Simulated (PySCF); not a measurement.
Job file and geometry (Å, from GFN2-xTB) of an NMR shielding run on SMILES C=C(BO[SiH3])C1CCC1, C₆H₁₃BOSi, GIAO PBE0/pcSseg-1 NMR shielding, non-relativistic, gas phase in PySCF 2.14.0, density-fitted response routines; density fitting, a coarse starting grid and PySCF grid level 2 are the driver's defaults:

```
$ OMP_NUM_THREADS=1 python probes_run.py task.json out

{"job": {"kind": "nmr", "xc": "PBE0", "basis": "pcSseg-1"}, "charge": 0, "multiplicity": 1}
C      0.224694     1.633497     0.551546
C      0.218306     0.566610    -0.246250
B      1.557129    -0.144387    -0.680787
O      2.680144     0.001917    -0.004463
Si     3.677960     0.491092     1.160495
C     -1.067101     0.040004    -0.822150
C     -1.292825    -1.484635    -0.758874
C     -2.739020    -1.230928    -0.310311
C     -2.386638     0.239952    -0.050295
H      1.147193     2.027166     0.948132
H     -0.671789     2.169736     0.824182
H      1.587025    -0.819912    -1.649408
H      4.221366     1.768780     0.700571
H      2.977194     0.641803     2.439379
H      4.690213    -0.560987     1.247565
H     -1.153538     0.398012    -1.852157
H     -0.687956    -1.954571     0.014094
H     -1.164073    -2.032007    -1.689768
H     -3.455356    -1.354831    -1.120131
H     -3.080266    -1.800554     0.551681
H     -2.218599     0.441965     1.005472
H     -3.074476     0.981662    -0.451383
```

**Question.** Write the output of this run.

**Answer.** 
```
coarse grid: 18376 points
cycle   1  E = -625.2887189273  dE =  1.113e+00  |g| = 7.480e-01  |ddm| = 4.197e+00
cycle   2  E = -625.1516422847  dE =  1.371e-01  |g| = 1.137e+00  |ddm| = 1.481e+00
cycle   3  E = -625.3982490844  dE = -2.466e-01  |g| = 1.242e-01  |ddm| = 9.885e-01
cycle   4  E = -625.4012227706  dE = -2.974e-03  |g| = 4.337e-02  |ddm| = 1.292e-01
cycle   5  E = -625.4016815935  dE = -4.588e-04  |g| = 9.111e-03  |ddm| = 4.499e-02
cycle   6  E = -625.4016980009  dE = -1.641e-05  |g| = 3.726e-03  |ddm| = 1.189e-02
cycle   7  E = -625.4017013024  dE = -3.302e-06  |g| = 1.051e-03  |ddm| = 4.055e-03
final grid: 171432 points
cycle   8  E = -625.4665177683  dE = -5.345e-05  |g| = 1.155e-02  |ddm| = 4.022e-02
cycle   9  E = -625.4664879047  dE =  2.986e-05  |g| = 1.676e-02  |ddm| = 2.365e-02
cycle  10  E = -625.4665479018  dE = -6.000e-05  |g| = 1.774e-03  |ddm| = 1.399e-02
cycle  11  E = -625.4665485852  dE = -6.834e-07  |g| = 3.292e-04  |ddm| = 1.564e-03
cycle  12  E = -625.4665486069  dE = -2.172e-08  |g| = 1.370e-04  |ddm| = 4.116e-04
cycle  13  E = -625.4665486112  dE = -4.292e-09  |g| = 5.014e-05  |ddm| = 1.739e-04
cycle  14  E = -625.4665486118  dE = -5.671e-10  |g| = 1.144e-05  |ddm| = 4.965e-05
converged SCF energy = -625.4665486118

GIAO shielding tensors (ppm)
atom      isotropic    diamagn.    paramagn.     s11        s22        s33       span
  0 C       56.723     256.637    -199.914    -55.753     57.913    168.009    223.763
  1 C       18.408     260.832    -242.424    -93.985    -10.751    159.959    253.944
  2 B       59.030     197.492    -138.462     21.510     54.619    100.962     79.452
  3 O      190.405     394.524    -204.120     45.390    118.012    407.812    362.421
  4 Si     396.589     879.599    -483.010    355.807    371.733    462.227    106.420
  5 C      146.212     247.701    -101.489    134.669    147.015    156.952     22.283
  6 C      156.776     249.648     -92.871    141.356    151.389    177.585     36.229
  7 C      168.580     253.731     -85.152    158.382    165.668    181.690     23.308
  8 C      158.217     250.565     -92.348    145.953    149.976    178.723     32.769
  9 H       25.885      34.327      -8.442     23.916     25.074     28.665      4.749
 10 H       25.929      33.422      -7.493     22.820     24.711     30.258      7.439
 11 H       26.401      31.782      -5.381     23.716     26.294     29.194      5.478
 12 H       26.398      28.503      -2.105     23.449     24.686     31.058      7.609
 13 H       26.266      30.309      -4.043     22.925     25.843     30.029      7.104
 14 H       26.363      27.822      -1.460     22.800     24.990     31.298      8.498
 15 H       28.290      32.448      -4.158     25.536     27.506     31.827      6.291
 16 H       30.068      32.676      -2.608     26.970     29.465     33.770      6.799
 17 H       29.259      31.483      -2.224     25.497     27.235     35.046      9.550
 18 H       29.606      30.142      -0.536     26.437     27.274     35.107      8.671
 19 H       29.871      30.001      -0.130     26.316     26.705     36.593     10.277
 20 H       29.722      32.821      -3.099     26.543     29.271     33.352      6.808
 21 H       29.346      31.028      -1.683     25.560     27.184     35.294      9.733
```

Size and cost of the density-fitted run: 225 basis functions, 89 s wall time on 1 thread of an Arm Neoverse N1, shared host; peak memory 1.1 GiB.
